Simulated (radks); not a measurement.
Task: These are the eigenvalues of the occupied orbitals of an atom or ion with whole-number occupations (eV). All-electron calculation, scalar-relativistic Kohn-Sham, PBEsol, spin-polarised, spherical densities, finite nucleus; Fermi nuclear charge, rms radius of each element as measured or else 0.836 A^(1/3) + 0.57 fm. Program: a radial shooting solver on a logarithmic mesh with Libxc functionals.

1s up: -38741.05
1s down: -38740.96
2s up: -6175.704
2s down: -6175.613
2p up: -5537.367
2p down: -5537.283
3s up: -1327.312
3s down: -1327.010
3p up: -1123.433
3p down: -1123.129
3d up: -830.2360
3d down: -829.9716
4s up: -275.5298
4s down: -274.6876
4p up: -209.3951
4p down: -208.5227
4d up: -113.7753
4d down: -112.7989
5s up: -51.5959
5p up: -35.2087
5p down: -33.4953
4f up: -15.5738
5d up: -15.1549

Which element is it, and in what charge state? The configuration may be excited. Open shells, if any, are filled with parallel spins first.

Result: Z = 57, lanthanum, charge +2: La2+ in [Kr] 4d10 5s1 5p6 5d1 4f1. The list shows which subshells hold electrons but not how many an open one holds; the 1s level, -1423.7 hartree, gives Z - s = 53.4 by -(Z - s)^2/2, which with screening and relativity narrows Z to a few neighbours, and the depths of the outer levels then fix element, charge and occupations together.
